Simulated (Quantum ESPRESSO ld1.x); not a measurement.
Results of a calculation; reference values are marked as such.
Species: F3+. Configuration: [He] 2s2 2p2 (the NIST ground configuration).

Code: ld1.x of Quantum ESPRESSO 7.5. Model: non-relativistic Kohn-Sham, LDA (Slater exchange, VWN5 correlation), spin-polarised, spherical densities, point nucleus; open shells are filled with parallel spins first.

Energy parts (hartree):
| part | energy |
|---|---|
| total | -94.8374 |
| kinetic | 94.5410 |
| electron-nucleus | -212.6624 |
| Hartree | 31.1768 |
| exchange-correlation | -7.8927 |

Orbitals (lengths in bohr, moments of r in powers of bohr; <r^-3> diverges for s and p1/2):
| orbital | occ. | eigenvalue (hartree) | <1/r> | <r^-3> |
|---|---|---|---|---|
| 1s up | 1 | -27.0742 | 8.569 | - |
| 1s down | 1 | -26.9785 | 8.591 | - |
| 2s up | 1 | -3.4079 | 1.670 | - |
| 2s down | 1 | -3.2106 | 1.630 | - |
| 2p up | 2 | -2.7607 | 1.585 | 12.26 |
| 2p down | 0 | -2.5458 | 1.544 | 11.65 |

The highest occupied level is 2p up at -75.123 eV. For comparison, the ionisation energy in NIST's Atomic Spectra Database is 87.18 eV (semi-empirical). In exact Kohn-Sham theory the highest level is minus the ionisation energy, but local and semilocal functionals leave it too shallow, through self-interaction and a potential that decays too fast; potentials with the right tail come closer. Virial ratio -V/T = 2.00314. Spin moment in Bohr magnetons: 2. The density falls to 0.001 e/bohr^3 at r = 2.25 bohr. Summed over all electrons, <r^2> = 3.589 bohr^2, which gives a Langevin (diamagnetic) susceptibility term of -2.84 x 10^-6 cm^3/mol.
